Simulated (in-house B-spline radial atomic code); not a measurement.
**The nickel ion Ni⁸⁺: [Ar] 3d2**

All numbers are computed (non-relativistic M06-L, spin-polarised, spherical fractional occupations; point nucleus) with an all-electron radial atomic-structure program (B-spline basis), not measured.

Z_r = [3n² - l(l+1)]/(2<r>); Z_e = n√(-2ε); the last column is Slater's effective charge. Values are occupation-weighted means over spin.

```
shell  electrons   ε (eV)  <r> (bohr)    Z_r    Z_e  Slater
   1s          2  -8336.5     0.05484  27.35  24.75   27.70
   2s          2  -1168.3       0.247  24.30  18.53   23.85
   2p          6  -1041.6      0.2161  23.13  17.50   23.85
   3s          2  -283.33      0.6955  19.41  13.69   16.75
   3p          6  -242.41       0.704  17.75  12.66   16.75
   3d          2  -178.08      0.6928  15.16  10.85    9.65
```

The least bound orbital is 3d up at -178.1 eV, while the most diffuse is 3p down (<r> = 0.7069 bohr against 0.6928 bohr): energy order and size order differ.
